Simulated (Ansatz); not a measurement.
## Worked example: a bond strength in CH3ClF2Si (SMILES C[Si](F)(F)Cl)

CH3ClF2Si: 8 atoms, total charge 0, spin state singlet. SMILES: `C[Si](F)(F)Cl`. The shape was relaxed beforehand at B3LYP/def2-SVP.

```xyz
8

C    -0.8159   -0.3004    0.5170
Si    0.6935    0.1564   -0.4409
F     2.0153   -0.4835    0.2268
F     0.6202   -0.4250   -1.9439
Cl    0.9713    2.1863   -0.5647
H    -0.9252   -1.3959    0.5557
H    -0.7506    0.0809    1.5477
H    -1.7163    0.1241    0.0467
```

Wanted: the dissociation energy of the H8–C1 bond into doublet H and doublet CH2ClF2Si (shapes relaxed at B3LYP/def2-SVP, no zero-point term). 1 Eh = 2625.50 kJ/mol = 27.2114 eV. Totals in Eh; open shells run unrestricted unless said.

| level | program | CH3ClF2Si | doublet H | doublet CH2ClF2Si |
| --- | --- | --- | --- | --- |
| PBE/def2-SVP | Ansatz | -988.473945 | -0.498629 | -987.804656 |
| B3LYP/def2-SVP | Ansatz | -989.091257 | -0.501259 | -988.418489 |
| wB97M-V/def2-SVP | Ansatz | -988.952047 | -0.491712 | -988.283327 |

Problem. Work out the dissociation energy at each level.

Solution. 
1. PBE/def2-SVP: (-0.498629) + (-987.804656) − (-988.473945) = 0.170660 Eh = 448.1 kJ/mol = 4.64 eV.
2. B3LYP/def2-SVP: (-0.501259) + (-988.418489) − (-989.091257) = 0.171509 Eh = 450.3 kJ/mol = 4.67 eV.
3. wB97M-V/def2-SVP: (-0.491712) + (-988.283327) − (-988.952047) = 0.177008 Eh = 464.7 kJ/mol = 4.82 eV.

The levels span 448 to 465 kJ/mol; no measured value is set beside them. A bond enthalpy at 298 K also holds the loss of zero-point energy and thermal terms.
